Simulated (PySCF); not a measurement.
Computed shifts of a molecule H₇NOSi₂, PBE/pcSseg-1 (PySCF), GIAO, gas phase, equivalent atoms averaged, in ppm (number of nuclei): ²⁹Si: -36.9 (1), -45.4 (1). ¹⁵N: 42.8 (1). ¹H: 5.43 (3), 5.24 (2), 1.60 (2). References: ²⁹Si against TMS (σ = 335.4 ppm); ¹⁷O against H2O (σ = 334.3 ppm); ¹⁵N against NH3 (σ = 267.0 ppm); ¹H against TMS (σ = 31.49 ppm), references at their B3LYP-D3(BJ)/def2-TZVP geometries, non-relativistic. Coordinates come from a B3LYP-D3(BJ)/def2-SVP optimisation. The values are those of a single conformer.

Task: Pick the molecule that these values belong to.
(A) N[SiH2][SiH2]O
(B) N[SiH2]O[SiH3]
(C) O[SiH2]N[SiH3]
(D) N[Si@H](O)[SiH3]

Result: B, N[SiH2]O[SiH3]
